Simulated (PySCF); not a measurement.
(E)-1-bromo-1-fluoroprop-1-ene (C3H4BrF), SMILES C/C=C(\F)Br.

Geometry optimised at B3LYP-D3(BJ)/def2-SVP.

Computed with TDA-M06-2X/def2-SVPD in PySCF.

Vertical excitations. Gas-phase values at a fixed geometry. State labels are in the subgroup Cs.

**Question.** List the lowest excited states. (The exact figures need the calculation; the answer reports its results.)

**Answer.** 
```json
[
 {"state": "S1", "symmetry": "A\"", "energy (eV)": "5.48", "λ (nm)": "226", "f": "0.000", "main pairs": "HOMO→LUMO 83 %"},
 {"state": "S2", "symmetry": "A\"", "energy (eV)": "6.69", "λ (nm)": "185", "f": "0.001", "main pairs": "HOMO→LUMO+2 91 %"},
 {"state": "S3", "symmetry": "A'", "energy (eV)": "6.79", "λ (nm)": "183", "f": "0.004", "main pairs": "HOMO−1→LUMO 82 %"},
 {"state": "S4", "symmetry": "A'", "energy (eV)": "7.13", "λ (nm)": "174", "f": "0.472", "main pairs": "HOMO→LUMO+1 88 %"},
 {"state": "S5", "symmetry": "A\"", "energy (eV)": "7.56", "λ (nm)": "164", "f": "0.005", "main pairs": "HOMO→LUMO+3 75 %"},
 {"state": "S6", "symmetry": "A\"", "energy (eV)": "7.62", "λ (nm)": "163", "f": "0.001", "main pairs": "HOMO−1→LUMO+1 39 %, HOMO−2→LUMO 35 %"},
 {"state": "S7", "symmetry": "A\"", "energy (eV)": "7.67", "λ (nm)": "162", "f": "0.001", "main pairs": "HOMO−1→LUMO+1 55 %, HOMO−2→LUMO 33 %"},
 {"state": "S8", "symmetry": "A\"", "energy (eV)": "7.80", "λ (nm)": "159", "f": "0.013", "main pairs": "HOMO→LUMO+4 76 %, HOMO→LUMO+3 12 %"},
 {"state": "S9", "symmetry": "A'", "energy (eV)": "8.24", "λ (nm)": "151", "f": "0.018", "main pairs": "HOMO→LUMO+5 90 %"},
 {"state": "S10", "symmetry": "A\"", "energy (eV)": "8.37", "λ (nm)": "148", "f": "0.019", "main pairs": "HOMO→LUMO+6 84 %"},
 {"state": "T1", "symmetry": "A'", "energy (eV)": "4.53", "λ (nm)": "274", "f": "0", "main pairs": "HOMO→LUMO+1 86 %"},
 {"state": "T2", "symmetry": "A\"", "energy (eV)": "5.07", "λ (nm)": "245", "f": "0", "main pairs": "HOMO→LUMO 79 %"},
 {"state": "T3", "symmetry": "A'", "energy (eV)": "6.08", "λ (nm)": "204", "f": "0", "main pairs": "HOMO−1→LUMO 79 %"},
 {"state": "T4", "symmetry": "A\"", "energy (eV)": "6.58", "λ (nm)": "188", "f": "0", "main pairs": "HOMO→LUMO+2 87 %"}
]
```
Triplets are in the Tamm–Dancoff approximation.
